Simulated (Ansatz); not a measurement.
`O[Si](O)(Cl)Cl` + `B/C=C(\F)C=C` → `C=C[Si](O)(Cl)Cl` + `B/C=C(/O)F`  (redistribution)

Program: Ansatz. Geometries: PBE0-D4/def2-TZVP. ΔE: electronic, gas phase. CCSD(T)/CBS is the MP2 limit (def2-TZVPP, def2-QZVPP) plus CCSD(T) − MP2 in def2-TZVPP, frozen cores. Double bonds are as drawn, so ΔE can hold a change between cis and trans. Functionals use def2-TZVPP. B3LYP here is the variant with VWN-RPA as its local correlation; programs differ in this. Each species was taken in one conformer, which may not be the lowest.

```
             level  ΔE (kcal/mol)  difference from CCSD(T)/CBS
            PBE-D4           25.4                         -4.6
         r2SCAN-D4           28.2                         -1.8
           PBE0-D4           26.6                         -3.4
          B3LYP-D4           28.5                         -1.5
           ωB97X-V           26.8                         -3.2
           ωB97M-V           27.2                         -2.8
            B2PLYP           29.5                         -0.5
               PBE           25.7                         -4.3
            r2SCAN           28.3                         -1.7
              PBE0           26.8                         -3.2
             B3LYP           28.8                         -1.2
     HF/def2-TZVPP           30.6                          0.6
    MP2/def2-TZVPP           30.2                          0.2
SCS-MP2/def2-TZVPP           30.1                          0.1
   CCSD/def2-TZVPP           29.6                         -0.4
CCSD(T)/def2-TZVPP           29.4                         -0.6
     HF/def2-QZVPP           30.9                          0.9
    MP2/def2-QZVPP           30.7                          0.7
SCS-MP2/def2-QZVPP           30.6                          0.6
      HF/CBS(def2)           30.9                          0.9
     MP2/CBS(def2)           30.8                          0.8
    CCSD/CBS(def2)           30.3                          0.3
       CCSD(T)/CBS           30.0                            0
```

Largest T1 diagnostic among the species: 0.013.

From PBE to PBE0 (25 % exact exchange), in def2-TZVPP and without D4, ΔE moves by +1.1 kcal/mol.
